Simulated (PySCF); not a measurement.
An unknown shows these calculated signals:

$^{1}$H NMR (600 MHz, computed): δ 5.24 (m, 1H), 5.00 (m, 1H), 4.60 (m, 1H), 3.25 (m, 1H), 2.51 (m, 1H), 1.90 (m, 1H), 1.70 (m, 1H), 1.11 (m, 1H), 1.10 (m, 1H), 0.92 (m, 2H), -0.18 (br s, 1H).

$^{13}$C{$^{1}$H} NMR (computed): δ 49.6 (CH2), 34.2 (CH2), 19.9 (CH2).

Theory: shieldings: GIAO PBE0/pcSseg-1, structure optimised with GFN2-xTB, in PySCF 2.14 (single conformer, isolated molecule, non-relativistic, one averaged value for each set of equivalent atoms).

References, each an isolated molecule treated in the same way: $^{1}$H and $^{13}$C vs TMS.

Question: Which of these does the molecule contain: an N-methyl group, an S-methyl group, a Si–H bond, an NH or NH2 group, a ketone?

Answer: 
- An N-methyl group: no.
- An S-methyl group: no.
- A Si–H bond: yes (δH 4.60 (m)).
- An NH or NH2 group: yes (δH -0.18 (br s)).
- A ketone: no.

The data belong to SMILES C1C[Si@H](P)[SiH2]NC1, C3H12NPSi2; they needn't prove each group on their own.

Carbon signals by region: 3 below 50 ppm.

The OH or NH signal is concentration- and solvent-dependent in practice; the value given is the gas-phase one. Splittings by $^{31}$P in the carbon and heteronuclear signals aren't shown, as no couplings were computed. Shifts are as computed. Against solution values, carbons near 30 ppm lie about +3 ppm off and those near 130 ppm about +5 ppm. Of 1309 compounds with measured shifts, 239 miss one by over three times the rms of a fit or turn the order of signals round; such compounds aren't used in these exercises. Multiplicities follow the n + 1 count of equivalent neighbours, as no J values were calculated; m marks all less simple cases, F and P coupling included.
